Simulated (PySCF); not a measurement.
# Electron correlation in As⁺ (arsenic, charge +1)

[Ar] 3d10 4s2 4p2, high-spin 3P determinant. Computed with PySCF 2.14 in x2c-TZVPall (6s5p4d1f, 48 functions), with the spin-free X2C one-electron Hamiltonian (Gaussian nucleus). Frozen: [Ar] 3d10; 4 electrons correlated.

MP2 pair energies summed by pair of shells (mhartree):

| pair | energy | share (%) |
| --- | --- | --- |
| 4s-4p | -32.65 | 61.9 |
| 4s-4s | -14.90 | 28.3 |
| 4p-4p | -5.19 | 9.8 |

Total MP2 correlation energy: -52.74 mhartree.

Same-spin part -8.81 and opposite-spin part -43.93 mhartree; SCS-MP2 scales them by 1/3 and 6/5 to -55.65 mhartree.

| level | correlation energy (mhartree) |
| --- | --- |
| CCSD | -67.72 |
| (T) | -1.58 |
| CCSD(T) | -69.30 |

Diagnostics: T1 = 0.0070, D1 = 0.0190, largest double amplitude 0.090.

Cost of the coupled-cluster step: 0.39 s of wall time on 1 thread of Intel(R) Xeon(R) Platinum 8375C CPU @ 2.90GHz (shared host), for 4 correlated electrons.

Iterations:

```
CC2 = 0
CCSD nocc = (np.int64(3), np.int64(1)), nmo = (34, 34)
frozen orbitals [[0, 1, 2, 3, 4, 5, 6, 7, 8, 9, 10, 11, 12, 13], [0, 1, 2, 3, 4, 5, 6, 7, 8, 9, 10, 11, 12, 13]]
max_cycle = 100
direct = 0
conv_tol = 1e-08
conv_tol_normt = 1e-06
diis_space = 8
diis_start_cycle = 0
Init t2, MP2 energy = -0.0527385773488458
Init E_corr(UCCSD) = -0.0527385773582224
cycle = 1  E_corr(UCCSD) = -0.0634367640922197  dE = -0.0106981867  norm(t1,t2) = 0.0422134
cycle = 2  E_corr(UCCSD) = -0.0662045090202204  dE = -0.00276774493  norm(t1,t2) = 0.015321
cycle = 3  E_corr(UCCSD) = -0.0677309014175226  dE = -0.0015263924  norm(t1,t2) = 0.00671649
cycle = 4  E_corr(UCCSD) = -0.0677144483621226  dE = 1.64530554e-05  norm(t1,t2) = 0.00110134
cycle = 5  E_corr(UCCSD) = -0.067720698688295  dE = -6.25032617e-06  norm(t1,t2) = 0.000139816
cycle = 6  E_corr(UCCSD) = -0.0677192636783493  dE = 1.43500995e-06  norm(t1,t2) = 2.75694e-05
cycle = 7  E_corr(UCCSD) = -0.0677199546008164  dE = -6.90922467e-07  norm(t1,t2) = 3.63688e-06
cycle = 8  E_corr(UCCSD) = -0.067719762356565  dE = 1.92244251e-07  norm(t1,t2) = 7.52303e-07
cycle = 9  E_corr(UCCSD) = -0.0677197849614025  dE = -2.26048375e-08  norm(t1,t2) = 1.43731e-07
cycle = 10  E_corr(UCCSD) = -0.0677197872895335  dE = -2.32813102e-09  norm(t1,t2) = 2.87625e-08
UCCSD converged
E(UCCSD) = -2258.731086597011  E_corr = -0.06771978728953351
UCCSD(T) correction = -0.00157578556473325
```
